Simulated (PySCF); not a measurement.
Input for PySCF: R-HF/STO-3G on GeH5NO (SMILES [NH2][GeH2][OH]), a point of a torsion scan.

```python
from pyscf import gto, scf, dft, mp
from pyscf.data.elements import chemcore

mol = gto.M(
    atom='''
    N     1.31283138   -0.05913436    0.09182934
    Ge   -0.40358869    0.46199761   -0.17383622
    O    -0.42302842    2.18860838   -0.02091782
    H     1.46190086   -0.97276568    0.49059089
    H     1.97748220    0.08923655   -0.65331569
    H    -1.20996432   -0.17367291    0.92474809
    H    -0.99821569    0.25575646   -1.53380960
    H     0.13914967    2.55257954    0.65980628
    ''',
    basis='sto-3g',
    charge=0, spin=0, verbose=3, max_memory=1800)
mf = scf.RHF(mol)
mf.conv_tol = 1e-8
mf.max_cycle = 100
mf.kernel()
if not mf.converged:
    mf = mf.newton().run(mf.mo_coeff, mf.mo_occ)
```

Program output:

```
converged SCF energy = -2182.2637616115
```

The calculation finished and met its thresholds.

Cost: roughly 0.28 core-seconds.
